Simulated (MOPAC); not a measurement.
MOPAC input (PM3):

```
PM3 PRECISE GNORM=0.05 LET XYZ CHARGE=-1 GEO-OK AUX(PRECISION=9) THREADS=1
H4P

P    -0.09000600 1   -0.00215100 1    0.07867500 1
H    -0.13338900 1    0.02755500 1   -1.33512400 1
H     1.30565800 1    0.00045900 1    0.31042700 1
H     0.07975200 1    1.70229300 1   -0.04171300 1
H     0.09806700 1   -1.69804400 1   -0.11372100 1
```

Output:

```
 *******************************************************************************
 **                                                                           **
 **                              MOPAC v23.2.5                                **
 **                                                                           **
 *******************************************************************************
 ** MOPAC's Digital Object Identifier: https://doi.org/10.5281/zenodo.6511958 **
 **                                                                           **
 ** Please cite the open-source release paper for use of this MOPAC version:  **
 ** J. E. Moussa and J. J. P. Stewart (2026)                                  **
 ** MOPAC: An open-source semiempirical molecular orbital program             **
 ** J. Open Source Softw., 11(119), 8025, https://doi.org/10.21105/joss.08025 **
 *******************************************************************************

                              PM3 CALCULATION RESULTS

 *******************************************************************************
 *  PM3        - The PM3 Hamiltonian to be used
 *  GEO-OK     - OVERRIDE INTERATOMIC DISTANCE AND OTHER SAFETY CHECKS
 *
 *
 *
 *                 CHARGE ON SYSTEM = -1
 *
 *
 *
 *  LET        - OVERRIDE SOME SAFETY CHECKS
 *  PRECISE    - TIGHTER CRITERIA TO BE USED
 *  XYZ        - CARTESIAN COORDINATE SYSTEM TO BE USED
 *  GNORM      - EXIT WHEN GRADIENT NORM DROPS BELOW 0.050
 *  AUX        - OUTPUT AUXILIARY INFORMATION
 *******************************************************************************
PM3 PRECISE GNORM=0.05 LET XYZ CHARGE=-1 GEO-OK AUX(PRECISION=9) THREADS=1
 H4P

   ATOM   CHEMICAL          X               Y               Z
  NUMBER   SYMBOL      (ANGSTROMS)     (ANGSTROMS)     (ANGSTROMS)

     1       P         -0.09000600  *  -0.00215100  *   0.07867500  *
     2       H         -0.13338900  *   0.02755500  *  -1.33512400  *
     3       H          1.30565800  *   0.00045900  *   0.31042700  *
     4       H          0.07975200  *   1.70229300  *  -0.04171300  *
     5       H          0.09806700  *  -1.69804400  *  -0.11372100  *

          CARTESIAN COORDINATES

    NO.       ATOM           X           Y           Z

     1         P         -0.0900     -0.0022      0.0787
     2         H         -0.1334      0.0276     -1.3351
     3         H          1.3057      0.0005      0.3104
     4         H          0.0798      1.7023     -0.0417
     5         H          0.0981     -1.6980     -0.1137

  H: (PM3): J. J. P. STEWART, J. COMP. CHEM. 10, 209 (1989).
  P: (PM3): J. J. P. STEWART, J. COMP. CHEM. 10, 209 (1989).

           Empirical Formula: H4 P  =     5 atoms

      MOLECULAR POINT GROUP   :   C2v

      RHF CALCULATION, NO. OF DOUBLY OCCUPIED LEVELS = 5

          Geometry optimization using EF

          DIAGONAL MATRIX USED AS START HESSIAN

 CYCLE:     1  GRAD.:    62.773 HEAT:  51.87824
 CYCLE:     2  GRAD.:    24.814 HEAT:  43.92292
 CYCLE:     3  GRAD.:    14.412 HEAT:  41.65168
 CYCLE:     4  GRAD.:    11.839 HEAT:  40.63272
 CYCLE:     5  GRAD.:     9.852 HEAT:  39.34678
 CYCLE:     6  GRAD.:     6.084 HEAT:  38.94163
 CYCLE:     7  GRAD.:     2.317 HEAT:  38.78021
 CYCLE:     8  GRAD.:     1.313 HEAT:  38.73395
 CYCLE:     9  GRAD.:     0.564 HEAT:  38.71383
 CYCLE:    10  GRAD.:     0.150 HEAT:  38.70985
 CYCLE:    11  GRAD.:     0.037 HEAT:  38.70962

     GRADIENT =  0.03689 IS LESS THAN CUTOFF =  0.05000

 -------------------------------------------------------------------------------
 PM3 PRECISE GNORM=0.05 LET XYZ CHARGE=-1 GEO-OK AUX(PRECISION=9) THREADS=1
 H4P

     GEOMETRY OPTIMISED USING EIGENVECTOR FOLLOWING (EF).
     SCF FIELD WAS ACHIEVED

                              PM3 CALCULATION
                                                       MOPAC v23.2.5 Linux

          FINAL HEAT OF FORMATION =         38.70962 KCAL/MOL =     161.96105 KJ/MOL

          COSMO AREA              =         66.20 SQUARE ANGSTROMS
          COSMO VOLUME            =         47.91 CUBIC ANGSTROMS

          GRADIENT NORM           =          0.03689          =       0.01650 PER ATOM
          IONIZATION POTENTIAL    =          0.624542 EV
          HOMO LUMO ENERGIES (EV) =         -0.625  8.624
          NO. OF FILLED LEVELS    =          5
          MOLECULAR WEIGHT        =         35.0054         POINT GROUP:  C4v

          MOLECULAR DIMENSIONS (Angstroms)

            Atom       Atom       Distance
            H     3    H     2     2.59939
            H     5    H     4     2.59912
            P     1    H     2     0.59863

          SCF CALCULATIONS        =         12

   ATOM   CHEMICAL          X               Y               Z
  NUMBER   SYMBOL      (ANGSTROMS)     (ANGSTROMS)     (ANGSTROMS)

     1       P         -0.09967060  *  -0.00238196  *   0.08712314  *
     2       H         -0.50454474  *   0.02449594  *  -1.28507437  *
     3       H          1.20648916  *  -0.00772163  *   0.67149435  *
     4       H          0.34386178  *   1.30763456  *  -0.27917802  *
     5       H          0.35785804  *  -1.29086553  *  -0.33420569  *

                             CARTESIAN COORDINATES

   1    P       -0.099670603    -0.002381962     0.087123141
   2    H       -0.504544738     0.024495941    -1.285074372
   3    H        1.206489161    -0.007721626     0.671494350
   4    H        0.343861782     1.307634564    -0.279178016
   5    H        0.357858037    -1.290865529    -0.334205685

           Empirical Formula: H4 P  =     5 atoms

      MOLECULAR POINT GROUP   :   C4v

                  EIGENVALUES
 -19.69416  -6.16617  -6.16531  -2.13190  -0.62454   8.62401   9.11405   9.11454

              NET ATOMIC CHARGES AND DIPOLE CONTRIBUTIONS

  ATOM NO.   TYPE          CHARGE      No. of ELECS.   s-Pop       p-Pop
    1          P           0.471272        4.5287     1.58920     2.93953
    2          H          -0.367863        1.3679     1.36786
    3          H          -0.367863        1.3679     1.36786
    4          H          -0.367773        1.3678     1.36777
    5          H          -0.367773        1.3678     1.36777
 DIPOLE           X         Y         Z       TOTAL
 POINT-CHG.    -2.935    -0.070     2.565     3.899
 HYBRID         2.135     0.051    -1.866     2.836
 SUM           -0.800    -0.019     0.700     1.063

          ATOMIC ORBITAL ELECTRON POPULATIONS

     Atom    s        px        py        pz
    1  P   1.58920   1.10295   0.80417   1.03241
    2  H   1.36786
    3  H   1.36786
    4  H   1.36777
    5  H   1.36777

 **********************
 *                    *
 * JOB ENDED NORMALLY *
 *                    *
 **********************

 == MOPAC DONE ==
```

The dipole moment of an ion depends on the origin.

The geometry given is a B3LYP-D3(BJ)/def2-TZVP minimum.
